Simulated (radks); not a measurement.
Values are calculated unless marked as measured or tabulated.
Q: The table gives one normalised radial function P(r) = r R(r) (large component) of Pd11+ in [Ar] 3d10 4s2 4p5 (r in bohr). Level of theory: Dirac Kohn-Sham, LB94 model potential, spin-unpolarised, spherical densities, finite nucleus; open shells fill j = l - 1/2 first; Fermi nuclear charge, rms radius 4.5318 fm (a radial shooting solver on a logarithmic mesh with Libxc functionals).

| r | P |
|---|---|
| 0.001802 | 0.0089 |
| 0.002309 | 0.0127 |
| 0.002958 | 0.0183 |
| 0.003821 | 0.0269 |
| 0.004897 | 0.0393 |
| 0.006326 | 0.0587 |
| 0.008106 | 0.0865 |
| 0.01039 | 0.1273 |
| 0.01342 | 0.1881 |
| 0.0172 | 0.2710 |
| 0.02204 | 0.3825 |
| 0.02846 | 0.5293 |
| 0.03648 | 0.6952 |
| 0.04674 | 0.8620 |
| 0.06038 | 0.9869 |
| 0.07737 | 0.9903 |
| 0.09995 | 0.7848 |
| 0.1281 | 0.3264 |
| 0.1641 | -0.3561 |
| 0.212 | -1.1233 |
| 0.2717 | -1.6636 |
| 0.3482 | -1.7869 |
| 0.4497 | -1.4548 |
| 0.5763 | -0.8994 |
| 0.7385 | -0.4051 |
| 0.954 | -0.1205 |
| 1.222 | -0.0235 |
| 1.579 | -0.0024 |
| 2.024 | -0.0001 |
| 2.593 | 0.0000 |

Which n and l does it have? It may be an empty orbital.

A: n = 3, l = 1: the number of nodes gives n - l - 1 = 1, the rise at small r points to l (for j = l - 1/2 the large component starts outside the nucleus as r^gamma with gamma = sqrt(l^2 - (Z/c)^2) = 0.94 and the r^(l+1) term takes over further out; the orbital of l - 1 with the same j starts with the same power, but with a larger coefficient, and does not steepen), and the extent must fit the shell. The curve is that of 3p1/2; the two j differ most near the nucleus, where j = l - 1/2 has the larger amplitude, and in heavy atoms j = l - 1/2 is also the more compact. 3p1/2: eigenvalue -781.59 eV, 1 radial node at r = 0.145 bohr, <r> = 0.369 bohr, 90 % of the charge inside 0.556 bohr.
